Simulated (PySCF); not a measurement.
Match the calculated data to a structure.

All candidates are C4H5OPS.

| technique | computed result |
| --- | --- |
| Rotational structure | rotational constants A, B, C: 3.946, 1.391, 1.035 GHz [GFN2-xTB] |
| 1H NMR | chemical shifts (computed TMS as zero) by class: 8.91 (1 H), 8.04 (1 H), 2.61 (3 H) ppm [GIAO PBE0/pcSseg-1] |
| Dipole | 0.50 D [B3LYP/def2-SVPD] |
| Triplet | lowest triplet excitation (Tamm–Dancoff): 3.22 eV [TDA B3LYP/def2-SVPD] |
| 13C NMR | chemical shifts (computed TMS as zero) by class: 187.5 (1 C), 153.7 (1 C), 146.9 (1 C), 24.0 (1 C) ppm [GIAO PBE0/pcSseg-1] |
| NMR, other nuclei | isotropic shieldings of nuclei other than C and H, by class: -23 (1 O), 198 (1 P), 515 (1 S) ppm [GIAO PBE0/pcSseg-1] |
| UV, first state | lowest singlet excitation: 4.08 eV (304 nm, f = 0.028) [TDDFT B3LYP/def2-SVPD] |

Electronic properties: PySCF, gas phase, density fitting. Levels stand in brackets. Geometry: GFN2-xTB, one conformer, isolated molecule. Each NMR value is the plain mean over a class of atoms that symmetry, rotation or inversion makes alike.

Question: Which candidate is it?
A. `COc1cpcs1`
B. `CSc1occp1`
C. `CSc1cocp1`

Answer: C. It is `CSc1cocp1`. Numbering: `[CH3:1][S:2][c:3]1[cH:4][o:5][cH:6][p:7]1`. 4 carbons fall into 4 classes; from least to most shielded: aromatic CH next to a ring oxygen [C6] (187.5 ppm), substituted aromatic carbon [C3] (153.7 ppm), aromatic CH next to a ring oxygen [C4] (146.9 ppm), S-methyl carbon [C1] (24.0 ppm). Hydrogen classes from least to most shielded: 1 H on an aromatic CH next to a ring oxygen, C6 (8.91 ppm), 1 H on an aromatic CH next to a ring oxygen, C4 (8.04 ppm), 3 H on an S-methyl carbon, C1 (2.61 ppm). The other shieldings belong to: -23 ppm, furan-type oxygen [O5]; 198 ppm, phosphorus bonded to 2 C [P7]; 515 ppm, sulfide sulfur [S2]. S1 is mainly HOMO→LUMO (weight 0.97); the largest Löwdin shares of the orbital it empties are 0.47 on the sulfide sulfur, 0.16 on an aromatic CH next to a ring oxygen, 0.13 on the substituted aromatic carbon and 0.07 on the S-methyl carbon, of the orbital it fills 0.34 on the phosphorus bonded to 2 C, 0.30 on an aromatic CH next to a ring oxygen, 0.16 on the furan-type oxygen and 0.07 on the substituted aromatic carbon. The optimised geometry has point group Cs and is an asymmetric top.

The others, at the same levels:
- `CSc1occp1` fails: its computed 13C shifts are 210.0 (1 C), 153.1 (1 C), 130.7 (1 C), 23.2 (1 C) ppm and 1H shifts are 8.02 (1 H), 7.23 (1 H), 2.59 (3 H) ppm.
- `COc1cpcs1` fails: its computed 13C shifts are 184.3 (1 C), 151.8 (1 C), 124.4 (1 C), 61.4 (1 C) ppm, 1H shifts are 7.83 (1 H), 7.25 (1 H), 4.07 (3 H) ppm and rotational constant A is 4.228 GHz (against 3.946 GHz).

Each candidate is one conformer, not necessarily the lowest. The conformers computed, where there is a choice (atom-mapped SMILES and torsion angles):
- `[CH3:1][S:2][c:3]1[cH:4][o:5][cH:6][p:7]1`: C1–S2–C3–C4 180°
- `[CH3:1][S:2][c:3]1[o:4][cH:5][cH:6][p:7]1`: C1–S2–C3–O4 180°
- `[CH3:1][O:2][c:3]1[cH:4][p:5][cH:6][s:7]1`: C1–O2–C3–C4 180°
